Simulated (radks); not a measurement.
Sn XXVII, 24 electrons, occupied as [Ne] 3s2 3p5.5 3d6 4s0.5 (fractional occupations, a model configuration).

All-electron calculation, Dirac Kohn-Sham, PBE, spin-unpolarised, spherical densities, finite nucleus; open shells fill j = l - 1/2 first; Fermi nuclear charge, rms radius 4.6519 fm. Program: a radial shooting solver on a logarithmic mesh with Libxc functionals.

Energy parts (eV):
part                       energy
total                 -156962.248
kinetic                165855.335
electron-nucleus      -355324.375
Hartree                 36027.812
exchange-correlation    -3521.020

Orbitals (lengths in bohr, moments of r in powers of bohr):
orbital,occ.,eigenvalue (eV),<r^2>,<r^4>,<r>,<1/r>
1s1/2,2,-30049.05,0.001143,3.405e-06,0.02905,53.09
2s1/2,2,-5407.231,0.01833,0.0005772,0.1246,12.37
2p1/2,2,-5125.902,0.01361,0.0003709,0.1053,12.34
2p3/2,4,-4893.375,0.01489,0.0004347,0.1106,11.49
3s1/2,2,-1755.627,0.1188,0.02103,0.3228,4.609
3p1/2,2,-1644.949,0.1119,0.01944,0.3109,4.534
3p3/2,3.5,-1596.607,0.1185,0.02169,0.3203,4.326
3d3/2,4,-1411.441,0.09534,0.01575,0.2856,4.197
3d5/2,2,-1400.827,0.09713,0.01628,0.2885,4.143
4s1/2,0.5,-838.8496,0.4739,0.3100,0.6497,2.244
4p1/2,0,-794.2489,0.4785,0.3208,0.6507,2.194
4p3/2,0,-778.7657,0.4980,0.3467,0.6640,2.125
4d3/2,0,-707.4715,0.4893,0.3468,0.6543,2.036
4d5/2,0,-704.0777,0.4947,0.3542,0.6581,2.019
4f5/2,0,-631.4901,0.4224,0.2714,0.6130,1.864
4f7/2,0,-630.6202,0.4243,0.2735,0.6144,1.859
5s1/2,0,-492.9598,1.323,2.339,1.088,1.343

The highest occupied level is 4s1/2 at -838.85 eV. The electron density at the nucleus is 1.913e+05 e/bohr^3.
